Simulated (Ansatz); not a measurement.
Basis-set extrapolation for C$_{2}$H$_{9}$NO$_{2}$Si (`CN(C)[SiH](O)O`) (PBE0-D4/def2-TZVP geometry, frozen core, Ansatz). Multiplicity 1, RHF reference.

```json
{"": "HF", "def2-TZVPP": "-574.347710", "def2-QZVPP": "-574.371411"}
{"": "MP2 correlation", "def2-TZVPP": "-1.166588", "def2-QZVPP": "-1.252903"}
{"": "CCSD(T) correlation", "def2-TZVPP": "-1.253622", "def2-QZVPP": "not run"}
```

Energies in hartree. Use E(X) = E(∞) + A·exp(−7.88·√X) for Hartree–Fock and E(X) = E(∞) + B·X^(−2.97) for correlation, with X = 3 and 4, and add CCSD(T) minus MP2 of the smaller set to the MP2 limit.

Problem. What is the CCSD(T) energy at the basis-set limit?

Solution. HF limit: -574.371411 + (-0.023701) × 0.13774 = -574.37468. MP2 limit: -1.252903 + (-0.086315) × 0.74074 = -1.31684. Higher-order term: -1.253622 − (-1.166588) = -0.08703. Total: -575.77855 hartree, 465.3 kJ/mol below CCSD(T)/def2-TZVPP.
